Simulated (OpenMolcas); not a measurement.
**Levels of Zr⁺ by method**

```json
{"Program": "OpenMolcas 26.06", "Basis": "ANO-R3 [8s6p5d3f2g1h]", "Scalar Hamiltonian": "X2C, finite nucleus", "Active space": "3 electrons in 6 orbitals (4d 5s)", "State averaging": "2S+1 = 4 even, 20 roots; 2S+1 = 2 even, 70 roots kept (CI in the orbitals of an earlier block)", "Spin-orbit coupling": "RASSI with atomic mean-field integrals over the reference wave functions, term energies averaged over their components"}
```

Methods on the same reference wave functions:
A. CASSCF
B. MS-CASPT2, IPEA 0.25 Eh, imaginary shift 0.1 Eh (closed shells correlated: 4s 4p)

Energies in cm⁻¹ above 4d² 5s ⁴F_3/2, the measured ground level; measured values from NIST Handbook of Basic Atomic Spectroscopic Data.

```
           Level      A      B  Measured
   4d² 5s ⁴F_3/2    0.0    0.0       0.0
   4d² 5s ⁴F_5/2    303    304       315
   4d² 5s ⁴F_7/2    724    735       763
   4d² 5s ⁴F_9/2   1253   1269      1323
      4d³ ⁴F_3/2   3329   2480      2572
      4d³ ⁴F_5/2   3660   2850      2895
      4d³ ⁴F_7/2   4088   3300      3300
      4d³ ⁴F_9/2   4587   3780      3758
4d² 5s ²D_3/2(1)   6245   3690          
4d² 5s ²D_5/2(1)   6530   3960          
      4d³ ²P_1/2   7969   5300          
      4d³ ²P_3/2   8387   5690          
   4d² 5s ²F_5/2   9141   4910      5753
   4d² 5s ⁴P_1/2   9319   8130          
   4d² 5s ⁴P_3/2   9528   8340          
   4d² 5s ²F_7/2   9801   5560      6468
   4d² 5s ⁴P_5/2   9848   8630          
      4d³ ²G_7/2  10398   7590          
      4d³ ²G_9/2  10694   7880          
      4d³ ⁴P_1/2  12721   9660          
      4d³ ⁴P_3/2  12924   9850          
      4d³ ⁴P_5/2  13157  10090          
      4d³ ²H_9/2  16147  11660          
     4d³ ²H_11/2  16536  12050
```

Deviations, from unrounded energies. A percentage is the sum of absolute deviations over the sum of measured energies, with the sign that they share, or ± where signs differ.

```csv
Against measurement,Levels,A,B
mean absolute deviation (cm-1),9,1100,220
fine structure of the ground term (%),3,-5.0,-3.9
other terms of the ground configuration (%),2,+55.0,-14.3
other configurations (%),4,+25.1,±1.3
```

B lies closest to measurement on these levels. The largest miss of B in the table is 4d² 5s ²F_7/2, by -910 cm-1. The ranking rests on the paired levels alone, and a cruder setting can come out closer through cancelling errors.

From A to B the spin-free energies of the other terms of 4d² 5s shown, above ⁴F, scale by factors of 0.51 to 0.87.

The lowest spin-free term lies below A's lowest term by 0.310 hartree in B.

CASPT2 does not keep the components of a term degenerate, so their means are used; among the terms shown or strongly mixed into the levels shown the widest spread is 830 cm-1 (4d² 5s ²F, B). Over all roots computed the reference weight is 0.87 to 0.93 in B; the roots of lowest weight are the least certain, and an intruder state may touch them. Terms from blocks run as CI alone lack orbitals of their own. Configurations are named by rounded mean occupations; where the s occupation lies near a half they are strongly mixed, a name can repeat and a true partner stay unpaired. A single d shell beside an s shell can misplace configurations of different d count against each other. Without dynamic correlation excited terms often stand tens of per cent too high (terms of higher spin than the ground term too low), and those without a measured partner can miss by more than the paired ones (holds for A). The CASPT2 spread within a term exceeds the gap to the next term for 4d³ ⁴F and 4d² 5s ²D(1), 4d² 5s ²F and 4d³ ²P, so the order of their levels is uncertain, and so are names and mixing where such terms share a J (holds for B). Computed and measured levels are paired by configuration, term and J; levels that our copy of the source lacks, or whose pairing is in doubt (as where it misses far off the trend of its configuration), stay unpaired and out of the deviations. Only configurations of the active space appear. The table leaves out levels that lie high or whose names do not pair safely across all columns.

A number in round brackets counts repeated terms of one configuration in the order of the reference energies.
